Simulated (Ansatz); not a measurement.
AlGe20H32⁻, a doped nanocrystal cut from the lattice of germanium (Al on a surface site). Total charge -1; singlet. Geometry PBE-D4/def2-SVP, basis def2-TZVP, Ansatz.

Cartesian coordinates in Å:
```
Ge -3.205 3.051 0.972
Ge -2.448 1.542 -2.709
Ge 1.136 3.003 -2.510
Ge -3.820 -0.970 0.684
Ge -0.054 0.617 0.380
Ge -1.311 -1.485 3.557
Ge -0.616 -3.399 0.183
Ge 0.727 -0.942 -3.344
Ge 4.385 0.605 -3.298
Ge 3.146 -1.752 -0.225
Ge 1.933 -3.988 3.051
Ge -4.589 1.148 1.642
Ge -3.369 3.422 -1.440
Ge -0.875 2.595 1.573
Ge -0.155 0.964 -2.051
Ge 3.563 2.710 -2.328
Ge -1.427 -1.282 1.113
Ge 2.252 0.135 1.069
Ge 0.811 -2.319 4.454
Ge 1.785 -3.620 0.627
Al 3.105 -1.482 -2.731
H -3.741 4.315 1.726
H -2.469 1.945 -4.219
H -3.431 0.341 -2.561
H 0.632 4.161 -1.587
H 0.784 3.444 -3.968
H -4.152 -1.002 -0.835
H -4.621 -2.133 1.353
H -1.642 -0.115 4.229
H -2.434 -2.472 4.014
H -0.946 -3.467 -1.336
H -1.406 -4.557 0.877
H 0.505 -0.420 -4.811
H -0.391 -2.030 -3.179
H 4.403 0.942 -4.833
H 5.908 0.629 -2.915
H 4.530 -2.041 0.467
H 1.303 -5.370 3.425
H 3.422 -4.058 3.517
H -6.083 1.413 1.266
H -4.544 1.012 3.196
H -4.861 3.702 -1.812
H -2.577 4.720 -1.785
H -0.009 3.843 1.220
H -0.778 2.393 3.118
H 4.212 3.972 -2.994
H 3.915 2.817 -0.811
H 2.232 -0.108 2.614
H 3.077 1.441 0.851
H 1.766 -1.118 4.713
H 0.516 -2.956 5.852
H 2.229 -4.984 -0.006
H 3.680 -2.809 -3.455
```

```tsv
run	HOMO (eV)	LUMO (eV)
A	-3.07	0.51
B	-3.28	0.65
C	-4.08	1.25
D	-3.94	1.20
```

Single mean-field runs in def2-TZVP are fitted with def2-universal-jkfit.

Q: The runs used PBE, PBE0, r2SCAN, r2SCAN0. Estimate which is which.

A: A PBE (0 % exact exchange); B r2SCAN (0 % exact exchange); C r2SCAN0 (25 % exact exchange); D PBE0 (25 % exact exchange). Exact exchange lowers occupied and raises empty levels; among semilocal functionals meta-GGAs tend to open the gap a little, and such runs are hard to tell apart. The gap grows from 3.58 eV (PBE) to 5.34 eV (r2SCAN0).
